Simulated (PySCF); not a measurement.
CH₄FNOSi₂, SMILES N1=CO[SiH2][Si@H]1F. Atoms are numbered in the order given.

```xyz
10

F     -0.5445     2.2033    -0.5297
Si    -0.4763     0.9142     0.4809
N     -1.4705    -0.4057    -0.1220
C     -0.8396    -1.4658    -0.4788
O      0.4988    -1.6996    -0.4155
Si     1.4692    -0.3891     0.2473
H     -0.9179     1.3886     1.8284
H     -1.3653    -2.3492    -0.9012
H      2.1224    -0.9346     1.4835
H      2.5012    -0.0536    -0.7872
```

Geometry optimised at PBE-D3(BJ)/def2-SVP. The structure was generated by enumeration; whether it is a known compound was not checked.

Level of theory: PBE-D3(BJ)/def2-SVP in PySCF 2.14.0.

Frequencies are harmonic and unscaled.

```json
[
 {"mode": "1", "ν (cm⁻¹)": "111", "IR (km/mol)": "0.8", "moving atoms (share of kinetic energy)": "O 35 %, F 29 %, N 17 %, Si 9 %"},
 {"mode": "2", "ν (cm⁻¹)": "155", "IR (km/mol)": "3.3", "moving atoms (share of kinetic energy)": "F 44 %, Si 29 %, H 22 %"},
 {"mode": "3", "ν (cm⁻¹)": "246", "IR (km/mol)": "3.4", "moving atoms (share of kinetic energy)": "F 27 %, H 18 %, C 18 %, Si 15 %, O 13 %, N 9 %"},
 {"mode": "4", "ν (cm⁻¹)": "339", "IR (km/mol)": "15.9", "moving atoms (share of kinetic energy)": "Si 43 %, O 20 %, N 20 %, H 9 %"},
 {"mode": "5", "ν (cm⁻¹)": "379", "IR (km/mol)": "21.1", "moving atoms (share of kinetic energy)": "H 45 %, Si 24 %, N 13 %, C 9 %"},
 {"mode": "6", "ν (cm⁻¹)": "419", "IR (km/mol)": "5.4", "moving atoms (share of kinetic energy)": "Si 47 %, N 20 %, H 18 %, F 8 %"},
 {"mode": "7", "ν (cm⁻¹)": "473", "IR (km/mol)": "16.7", "moving atoms (share of kinetic energy)": "H 46 %, Si 41 %"},
 {"mode": "8", "ν (cm⁻¹)": "622", "IR (km/mol)": "22.1", "moving atoms (share of kinetic energy)": "Si 33 %, H 29 %, O 25 %, N 11 %"},
 {"mode": "9", "ν (cm⁻¹)": "668", "IR (km/mol)": "17.4", "moving atoms (share of kinetic energy)": "H 81 %, O 10 %"},
 {"mode": "10", "ν (cm⁻¹)": "680", "IR (km/mol)": "44.9", "moving atoms (share of kinetic energy)": "H 44 %, Si 22 %, C 19 %, O 12 %"},
 {"mode": "11", "ν (cm⁻¹)": "692", "IR (km/mol)": "11.8", "moving atoms (share of kinetic energy)": "H 45 %, O 31 %, N 14 %"},
 {"mode": "12", "ν (cm⁻¹)": "707", "IR (km/mol)": "21.7", "moving atoms (share of kinetic energy)": "H 34 %, N 28 %, Si 17 %, C 13 %"},
 {"mode": "13", "ν (cm⁻¹)": "804", "IR (km/mol)": "31.2", "moving atoms (share of kinetic energy)": "H 82 %, F 15 %"},
 {"mode": "14", "ν (cm⁻¹)": "836", "IR (km/mol)": "109.8", "moving atoms (share of kinetic energy)": "H 39 %, N 26 %, O 17 %, Si 12 %"},
 {"mode": "15", "ν (cm⁻¹)": "884", "IR (km/mol)": "200.5", "moving atoms (share of kinetic energy)": "H 39 %, Si 32 %, F 26 %"},
 {"mode": "16", "ν (cm⁻¹)": "904", "IR (km/mol)": "77.0", "moving atoms (share of kinetic energy)": "H 65 %, Si 21 %, F 13 %"},
 {"mode": "17", "ν (cm⁻¹)": "964", "IR (km/mol)": "4.5", "moving atoms (share of kinetic energy)": "H 61 %, C 34 %"},
 {"mode": "18", "ν (cm⁻¹)": "1137", "IR (km/mol)": "218.8", "moving atoms (share of kinetic energy)": "C 45 %, O 40 %"},
 {"mode": "19", "ν (cm⁻¹)": "1330", "IR (km/mol)": "4.5", "moving atoms (share of kinetic energy)": "H 88 %"},
 {"mode": "20", "ν (cm⁻¹)": "1622", "IR (km/mol)": "303.6", "moving atoms (share of kinetic energy)": "C 54 %, N 42 %"},
 {"mode": "21", "ν (cm⁻¹)": "2178", "IR (km/mol)": "68.7", "moving atoms (share of kinetic energy)": "H 98 %"},
 {"mode": "22", "ν (cm⁻¹)": "2194", "IR (km/mol)": "63.7", "moving atoms (share of kinetic energy)": "H 96 %"},
 {"mode": "23", "ν (cm⁻¹)": "2207", "IR (km/mol)": "116.1", "moving atoms (share of kinetic energy)": "H 97 %"},
 {"mode": "24", "ν (cm⁻¹)": "3036", "IR (km/mol)": "33.4", "moving atoms (share of kinetic energy)": "H 92 %, C 8 %"}
]
```
